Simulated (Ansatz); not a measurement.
Consider the formal exchange of groups at the Si–C bond: `CC(C)[Si](Cl)(Cl)Cl` + `N#CCCO` → `N#C[Si](Cl)(Cl)Cl` + `CC(C)CCO`.

Isolated molecules relaxed with PBE0-D4/def2-TZVP in Ansatz; ΔE leaves out vibrations. CCSD(T)/CBS adds triple-zeta CCSD(T) − MP2 to the extrapolated MP2 energy (def2 sets, frozen cores). Functionals use def2-TZVPP. One conformer a species, not always the lowest.

```
             level  ΔE (kcal/mol)  difference from CCSD(T)/CBS
        r2SCAN0-D4            5.6                          2.2
           ωB97X-V            5.0                          1.6
           ωB97M-V            4.8                          1.4
            r2SCAN            4.9                          1.5
             BHLYP            4.3                          0.9
           LC-ωPBE            5.6                          2.2
  CCSD(T)/def2-SVP            2.2                         -1.2
     HF/def2-TZVPP            4.3                          0.9
   CCSD/def2-TZVPP            3.1                         -0.3
CCSD(T)/def2-TZVPP            3.0                         -0.4
       CCSD(T)/CBS            3.4                            0
```

Largest T1 diagnostic among the species: 0.012.

At CCSD(T), def2-SVP lies −1.3 kcal/mol from the extrapolated value and def2-TZVPP −0.4 kcal/mol. Leaving LDA and LC-ωPBE aside and taking each functional with its dispersion term where it has one, the values, not all of them listed here, spread over 2.7 kcal/mol, from B2PLYP to HSE06-D4. LDA lies +1.0 kcal/mol from PBE without D4. In def2-TZVPP, CCSD(T) changes the Hartree–Fock value by −1.2 kcal/mol (the triples alone add −0.1 kcal/mol) and MP2 by −1.0 kcal/mol.
